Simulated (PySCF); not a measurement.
A survey of 29Si NMR shifts

Non-relativistic Hamiltonian, gas phase, a single conformation, averaged over atoms made equivalent by symmetry, fast rotation or ring inversion. σ from GIAO-PBE0/pcSseg-1; GFN2-xTB geometry; PySCF 2.14.

Shieldings were converted by a linear fit to measured shifts: 29Si: δ = 279.94 − 0.822σ (rms 8.9 ppm, 72 shifts, 25.8 ppm with the 6 outliers that the fit left out vs TMS, solution or neat liquid). A few per cent of atoms miss by over 2 rms, more outside the fitted compound classes.

Question: Give the 29Si shifts of `N#CC[Si@@](N)(P)CC[SiH3]`, `O=C[C@@H]1[SiH2]C=C[SiH2][C@H]1F`, `O[SiH2]O[Si@@H]1C=C[SiH2]N1`, `FCc1cncn1[SiH3]`.

Answer: 
| compound | environment | δ (ppm) |
| --- | --- | --- |
| [N:1]#[C:2][CH2:3][Si@@:4]([NH2:5])([PH2:6])[CH2:7][CH2:8][SiH3:9] | Si4: silicon bonded to 2 C, N, P | 3.9 |
| [N:1]#[C:2][CH2:3][Si@@:4]([NH2:5])([PH2:6])[CH2:7][CH2:8][SiH3:9] | Si9: silicon bonded to C, 3 H | -61.4 |
| [O:1]=[CH:2][C@@H:3]1[SiH2:4][CH:5]=[CH:6][SiH2:7][C@H:8]1[F:9] | Si7: silicon bonded to 2 C, 2 H, in a 6-membered ring | -58.7 |
| [O:1]=[CH:2][C@@H:3]1[SiH2:4][CH:5]=[CH:6][SiH2:7][C@H:8]1[F:9] | Si4: silicon bonded to 2 C, 2 H, in a 6-membered ring | -63.2 |
| [OH:1][SiH2:2][O:3][Si@@H:4]1[CH:5]=[CH:6][SiH2:7][NH:8]1 | Si4: silicon bonded to C, N, O, H, in a 5-membered ring | -26.7 |
| [OH:1][SiH2:2][O:3][Si@@H:4]1[CH:5]=[CH:6][SiH2:7][NH:8]1 | Si2: silicon bonded to 2 O, 2 H | -30.9 |
| [OH:1][SiH2:2][O:3][Si@@H:4]1[CH:5]=[CH:6][SiH2:7][NH:8]1 | Si7: silicon bonded to C, N, 2 H, in a 5-membered ring | -36.4 |
| FCc1cncn1[SiH3] | silicon bonded to N, 3 H | -51.9 |

Question: Match the shifts 4.4, -12.3, -45.2 ppm to `C[C@]([SiH3])(Cl)CC(=O)O`, `C=CCC(=O)O[SiH2]P`, `O=CO[Si@H](P)C1CC1`.

Answer: 4.4: O=CO[Si@H](P)C1CC1 (silicon bonded to C, O, P, H); -12.3: C=CCC(=O)O[SiH2]P (silicon bonded to O, P, 2 H); -45.2: C[C@]([SiH3])(Cl)CC(=O)O (silicon bonded to C, 3 H).
